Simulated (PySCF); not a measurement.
Simulated N 1s region for `C=[N][GeH2][NH2]`, binding energy against the vacuum level.

Every computed line was given a Gaussian of 0.6 eV full width at half maximum and an area set by the number of equivalent atoms; the highest printed point is 100. Computed with delta-SCF UKS SCAN, pcX-2 on the ionised atom, pcseg-1 elsewhere, spin-free X2C (PySCF 2.14.0).

| binding energy (eV) | intensity |
| --- | --- |
| 403.4 | 0 |
| 403.5 | 1 |
| 403.6 | 4 |
| 403.7 | 9 |
| 403.8 | 19 |
| 403.9 | 34 |
| 404.0 | 53 |
| 404.1 | 72 |
| 404.2 | 88 |
| 404.3 | 98 |
| 404.4 | 100 |
| 404.5 | 95 |
| 404.6 | 82 |
| 404.7 | 64 |
| 404.8 | 45 |
| 404.9 | 27 |
| 405.0 | 15 |
| 405.1 | 7 |
| 405.2 | 3 |
| 405.3 | 1 |
| 405.4 | 0 |

Q: How many maxima does the curve show, and how many computed lines lie under it?

A: The curve has 1 maximum (at 404.4 eV). Under it lie 2 lines from 2 inequivalent nitrogen sites. At this width some lines have no maximum of their own.

Q: Decompose the envelope and assign each component. Numbering: `[CH2:1]=[N:2][GeH2:3][NH2:4]`.

A: 
```
position (eV)  relative area  line  atoms                    environment
       404.20              1  N 1s     N2                   C=N nitrogen
       404.56              1  N 1s     N4  nitrogen bonded to Ge and 2 H
```

Q: Above which line width would these two lines show one maximum?

A: Two equal Gaussians merge once their distance is under 2σ = FWHM/1.177. With 0.36 eV between them that is a full width over 0.42 eV.

The listed N 1s values span 0.36 eV, from N2 (bonded to C (double bond) and Ge) to N4 (bonded to 2 H and Ge). Summing the Pauling electronegativity differences to the bonded atoms, each weighted by its formal bond order, gives -2.01 for the lowest site and -2.71 for the highest; the largest sum, -2.01, belongs to N2, 0.36 eV below the top. The smallest sum, -2.71, belongs to N4, 0.36 eV above the lowest.

The curve has no shake-up lines and no vibrational structure. Geometry: PBE0-D3(BJ)/def2-SVP, one conformer, isolated molecule.

Conformer computed: `[CH2:1]=[N:2][GeH2:3][NH2:4]`: C1–N2–Ge3–N4 -123°, H–N4–Ge3–N2 64°, H–N4–Ge3–N2 -63°.
